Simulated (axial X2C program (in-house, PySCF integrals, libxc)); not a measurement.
## Potential curves of TiAs, with spin–orbit coupling

All values were computed with an axial X2C code built on PySCF integrals. Two-component (2c) means X2C with spin–orbit coupling and atomic mean-field two-electron Coulomb and Gaunt terms. Basis: As dyall-cv3z [9s9p6d4f1g], Ti dyall-cv3z [10s10p6d4f2g] (cores contracted in-house); Gaussian nuclei, density fitting, unrestricted open shells. Masses: As 74.922 u, Ti 47.948 u.

State: Ω = 1/2 (⟨Sz⟩ = 0.50, ⟨Lz⟩ = 0.00 at PBE0). Energies in cm⁻¹ from the lowest point of each curve. Fits are polynomials in 1 − R0/R over 0.85 to 1.23 times the lowest point R0.

```csv
R (Å),PBE0
1.9523,5995
2.0420,2278
2.1094,839
2.1767,156
2.2440,0
2.3225,279
2.4011,885
2.5021,1940
2.6255,3443
2.8050,5811
```

The state is one determinant whose occupation by symmetry is held fixed; it was picked as the lowest of a PBE0 search that is not exhaustive. Density functionals use the spin component along the axis (collinear). Other states lie close and PBE0, whose exact exchange favours high spin, may order them wrongly; the determinant shown need not be the ground state. The nearest other 2c determinant of the search, Ω = 3/2, lies 0.03 eV up at the distance of the search. The determinant is spin-polarised beyond a pure state at some levels (its spin-free form has ⟨S²⟩ too high), which makes Re and μ there less reliable.

(1) Fit the PBE0 curve near its minimum: give the equilibrium distance and the harmonic wavenumber.

Answers

(1) At PBE0, 2c: Re = 2.235 Å, ωe ≈ 314 cm⁻¹; Be follows as 0.115 cm⁻¹.
